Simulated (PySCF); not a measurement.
C6H9OS (doublet state).
Structure used (GFN2-xTB), in Å, numbered top down from 1:
```
atom  x, y, z in Å
C1     2.8240   -0.4017   -0.3511
C2     2.0621   -0.8838    0.6155
O3     0.8006   -0.5122    0.9624
C4     0.2094    0.5554    0.2949
C5    -1.1075    0.9042    0.9778
C6    -2.1543   -0.0792    0.4553
C7    -1.8962   -0.1952   -1.0011
S8    -0.2625    0.0890   -1.4379
H9     3.8083   -0.8017   -0.5038
H10    2.5080    0.3727   -1.0265
H11    2.3891   -1.6774    1.2734
H12    0.8993    1.4049    0.2261
H13   -1.3862    1.9232    0.7067
H14   -0.9837    0.8370    2.0582
H15   -3.1699    0.2743    0.6481
H16   -2.0380   -1.0469    0.9660
H17   -2.5096   -0.7506   -1.6807
```

The hyperfine couplings belong to this conformer and change with its torsions.

Identity: `[C@@H]1(OC=C)CC[CH]S1` [radical].

Method used: PySCF 2.14.0, UKS B3LYP, pcH-1 on C H O S, non-relativistic, mean-field spin-orbit, GIAO. One conformer (not necessarily the lowest) at the GFN2-xTB geometry, without solvent, vibrations or thermal averaging. A GFN2-xTB geometry isn't a minimum of the functional, and hyperfine couplings can be far from their values at a DFT geometry. No stability test was run, so a lower SCF solution isn't excluded.

(1) Give the principal g shifts and their parts.

(2) How much does each term add to the isotropic shift?

(3) At 34.079 GHz, how far is the centre of the isotropic spectrum from where a free electron (g = 2.002319) resonates?

(4) In a frozen sample, at which fields do the three g values resonate at 9.5, 34, 94 and 263 GHz (hyperfine left aside), and which band first spreads them over more than twice a line width of 1.0 mT?

Answers

(1) 
```tsv
Δg (ppt)	1	2	3
relativistic mass correction	-0.17	-0.17	-0.17
gauge correction	0.00	0.02	0.03
orbital Zeeman/spin–orbit	-0.64	1.30	6.01
total	-0.80	1.15	5.87
```

So g = 2.00152, 2.00347, 2.00819 and g_iso = 2.00439; the tensor is rhombic: the two nearest values differ by 29 % of g3 − g1. Axes: g3 points within 12° of the C4–S8 bond.

(2) The orbital-Zeeman/spin–orbit term 2.22, the mass correction -0.17 and the gauge correction 0.02 ppt, for a total of 2.07 ppt. The orbital-Zeeman/spin–orbit term is the largest in size. The mass correction is the same along every axis, so the anisotropy comes from the other two: their spans along these axes are 0.03 (gauge) and 6.64 ppt (orbital Zeeman/spin–orbit).

(3) B = hν/(g μB) with μB/h = 13.99624 MHz/mT gives 1216.02 mT for the free electron and 1214.77 mT at g_iso, 1.26 mT lower.

(4) 
```json
{"band": "X", "GHz": "9.5", "B(g3) mT": "337.99", "B(g2) mT": "338.79", "B(g1) mT": "339.12", "spread mT": "1.13"}
{"band": "Q", "GHz": "34.0", "B(g3) mT": "1209.66", "B(g2) mT": "1212.51", "B(g1) mT": "1213.69", "spread mT": "4.03"}
{"band": "W", "GHz": "94.0", "B(g3) mT": "3344.35", "B(g2) mT": "3352.22", "B(g1) mT": "3355.50", "spread mT": "11.14"}
{"band": "J", "GHz": "263.0", "B(g3) mT": "9357.07", "B(g2) mT": "9379.09", "B(g1) mT": "9388.25", "spread mT": "31.17"}
```

The spread grows in proportion to the frequency. Q band is the first where it exceeds 2.0 mT.

Largest spin populations (Mulliken): C7 (+0.84), S8 (+0.17) and C6 (-0.06). The angles at C7 add up to 356.1°, so it is nearly planar; its axial dipolar tensor and the negative coupling of its proton fit spin in a p orbital normal to that plane.

The HOMO–LUMO gaps are 4.82 eV among the α and 5.48 eV among the β orbitals.
